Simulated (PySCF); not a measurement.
RbSr: frontier orbitals

PBE0 at R = 4.657 Å; PySCF, spin-free X2C with a Gaussian nucleus, basis sets Rb x2c-TZVPall, Sr x2c-TZVPall. State: doublet, unpaired electrons π ↑, a second solution, started from another occupation. Only the outer orbitals are listed, counted within each symmetry.

```tsv
spin	orbital	occ.	ε (eV)	on Rb (%)	main shells (%)
α	7π	1	-24.40	0	100 Sr p
α	7π	1	-24.36	0	100 Sr p
α	15σ	1	-24.36	0	100 Sr p
α	8π	1	-18.57	100	100 Rb p
α	8π	1	-18.53	100	100 Rb p
α	16σ	1	-18.52	100	100 Rb p
α	17σ	1	-3.93	22	74 Sr s, 18 Rb s
α	9π	1	-1.99	41	45 Sr p, 32 Rb p, 14 Sr d
α	18σ	0	-1.92	72	66 Rb s, 18 Sr s, 9 Sr p
α	9π	0	-0.90	49	43 Sr p, 43 Rb p
α	19σ	0	-0.75	50	46 Sr p, 40 Rb p
β	7π	1	-24.42	0	100 Sr p
β	15σ	1	-24.33	0	100 Sr p
β	7π	1	-24.29	0	100 Sr p
β	8π	1	-18.55	100	100 Rb p
β	16σ	1	-18.49	100	100 Rb p
β	8π	1	-18.48	100	100 Rb p
β	17σ	1	-3.69	15	84 Sr s, 11 Rb s
β	18σ	0	-1.81	82	78 Rb s, 14 Sr p
β	9π	0	-0.75	30	71 Sr p, 25 Rb p
β	19σ	0	-0.64	48	48 Sr p, 43 Rb p
```

Question: Which are the highest filled and the lowest empty level, where do they sit, and how wide is the gap?

Answer: Highest filled α 9π at -1.99 eV (in %: 45 Sr p, 32 Rb p, 14 Sr d); lowest empty α 18σ at -1.92 eV (in %: 66 Rb s, 18 Sr s, 9 Sr p); the gap at PBE0 is 0.07 eV.

The bond order (Mayer) is 1.09, the ⟨S²⟩ is 0.838 and the charge on Rb (Mulliken, basis-dependent) is 0.19. The charge on Rb (Löwdin, basis-dependent) is -0.09 and the dipole moment (positive dipole means Rb(−)Sr(+)) is -6.48 D.

Spin–orbit coupling is left out.
